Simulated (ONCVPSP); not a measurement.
B, ONCV: configuration errors across variants

ONCVPSP 4.0.1 input, shortened (lines: element, Z, core and valence counts, functional; n l f; lmax; l rc ep ncon nbas qcut; lloc lpopt rc5 dvloc0; l nproj debl; icmod fcfact rcfact), LDA (Perdew-Zunger), scalar-relativistic:

```
  B 5.00    1    2        3      upf
    1    0    2.00
    2    0    1.00
    2    1    2.00
    2
    0    1.70    0.00    5    9    3.00
    1    3.85    0.00    4    9    4.60
    2    3.75    0.14    4    8    2.20
    4    5    1.05    0.00
    0    2    0.60
    1    2    1.60
    2    2    1.10
    2    0.60    0.70
```

All-electron excitation energies from the reference (eV): (1) 2s2 2p1 -5.686; (2) 2s2 2p0 2.641; (3) 2s1 2p0 27.945; (4) 2s2 2p0.5 -2.743.

2 further variants failed, have other tests or another functional or relativity, and are left out.

A true bound ghost makes a file unfit for plane-wave use even where its test errors are small: the radial tests pick states by their node count and pass the ghost by.

Errors AE − PS in meV (a dash: test not solved or not reliable):

```csv
change,(1),(2),(3),(4),bound ghosts,GHOST(+) flags above zero
base,-34,+266,+865,+46,none,"s, d"
"core correction Teter function fitted to the true core (icmod 2), fcfact 0.78",-34,+265,+868,+46,none,"s, d"
"s: ncon 3, nbas 7",-42,+269,+884,+41,none,d
d: qcut 3,-34,+266,+865,+46,d,s
"all radii but the core radius scaled by about 0.91 (s 1.54, p 3.48, d 3.40 bohr); local potential polynomial inside 0.96 bohr (lpopt 5, dvloc0 0 Ha)",-23,+214,+691,+40,d,s
```

Task: Give the same row for: local potential polynomial inside 1.60 bohr (lpopt 5, dvloc0 -1 Ha).

Result: -34, +266, +868, +45; bound ghosts: p; GHOST(+) flags above zero: s, d.
